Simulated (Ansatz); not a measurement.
Task: Name a neutral molecule of O, S, Sn and H with LUMO energy (PBE0/def2-TZVPP) between -2.45 and -2.15 eV and HOMO–LUMO gap (B3LYP/def2-TZVPP) between 4.40 and 4.70 eV (Ansatz, PBE0-D4/def2-TZVP geometry).

Result: `[OH][Sn][SH]` (-2.26 eV, 4.70 eV). Other molecules can fit too; these were computed, each in one conformer that needn't be the lowest.

B3LYP here is the variant with VWN-RPA as its local correlation; programs differ in this.
